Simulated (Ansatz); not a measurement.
Relaxation of H2InOSi (5 atoms, charge 0, multiplicity 2), to a largest force component of 0.015 eV/Å in at most 40 steps.

Computed with Ansatz, UKS BHLYP/def2-SVP.

```xyz
5
Properties=species:S:1:pos:R:3
O 0.590 -1.374 0.349
Si -0.932 -1.207 0.176
In 1.767 0.610 0.028
H -1.607 -2.550 0.405
H -0.188 1.728 -0.389
```

**Question.** Where does it end, and by what steps?

**Answer.** It converged. After 20 steps the energy has fallen by 2.678 eV; H5 moved furthest, 2.08 Å. Joined: Si2–H5 (3.08 → 1.50 Å).

```tsv
step	energy less start (eV)	largest force component (eV/Å)	accepted
0	0.0000	1.982	yes
1	-0.2829	1.194	yes
2	-0.4499	0.294	yes
3	-0.5575	0.387	yes
4	-0.7228	0.486	yes
5	-0.8554	0.316	yes
6	-0.8215	0.931	no
7	-0.8811	0.240	yes
8	-1.0194	1.251	yes
9	-1.3970	1.507	yes
10	-1.9875	1.272	yes
11	-2.3328	0.756	yes
12	-2.4614	0.757	yes
13	-2.5648	0.429	yes
14	-2.5949	0.732	yes
15	-2.6528	0.284	yes
16	-2.6601	0.472	yes
17	-2.6763	0.102	yes
18	-2.6775	0.059	yes
19	-2.6776	0.016	yes
20	-2.6777	0.007	yes
```

```xyz
5
Properties=species:S:1:pos:R:3
O 0.747 -0.436 0.076
Si -0.778 -0.872 -0.293
In 2.694 0.056 0.420
H -1.332 -1.846 0.697
H -1.700 0.305 -0.331
```

Whether the end is a true minimum wasn't checked by a vibrational analysis.

Run time: 100 s on 1 thread of Arm Neoverse V2, on a shared host, peak memory 0.18 GiB.
